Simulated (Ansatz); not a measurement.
`C[Si](O)(O)S` and `C[Si](O)(O)O` differ in one atom or group.

Ansatz, PBE0-D4/def2-TZVP geometries, multiplicity 1. Each molecule was computed in one conformer, which needn't be the lowest.

```tsv
property	`C[Si](O)(O)S`
ideal-gas entropy at 298 K and 1 bar (rigid rotor, harmonic PBE0-D4/def2-TZVP) / J/(mol·K)	364
HOMO energy (ωB97M-V/def2-TZVPP) / eV	-9.69
HOMO–LUMO gap (B3LYP/def2-TZVPP) / eV	7.13
size of the dipole moment (B3LYP/def2-TZVPP) / D	0.85
HOMO–LUMO gap (ωB97M-V/def2-TZVPP) / eV	11.52
size of the dipole moment (PBE/def2-TZVPP) / D	0.79
```

Task: Give the same properties after the change, and the shifts. (Best estimate.)

Result: The calculation gave: 
```tsv
property	`C[Si](O)(O)O`	shift
ideal-gas entropy at 298 K and 1 bar (rigid rotor, harmonic PBE0-D4/def2-TZVP) / J/(mol·K)	352	-12
HOMO energy (ωB97M-V/def2-TZVPP) / eV	-11.07	-1.38
HOMO–LUMO gap (B3LYP/def2-TZVPP) / eV	8.69	1.56
size of the dipole moment (B3LYP/def2-TZVPP) / D	1.43	0.58
HOMO–LUMO gap (ωB97M-V/def2-TZVPP) / eV	13.08	1.56
size of the dipole moment (PBE/def2-TZVPP) / D	1.37	0.58
```

With PBE0 the HOMO falls by 1.24 eV and the LUMO rises by 0.37 eV, so the gap widens by about 1.61 eV. PBE moves the HOMO by -0.92 eV and ωB97M-V by -1.38 eV. Dipoles are sizes alone; their direction can turn.

Positive LUMOs are unbound, so they and the gaps depend on the basis.

B3LYP here is the variant with VWN-RPA as its local correlation; programs differ in this.
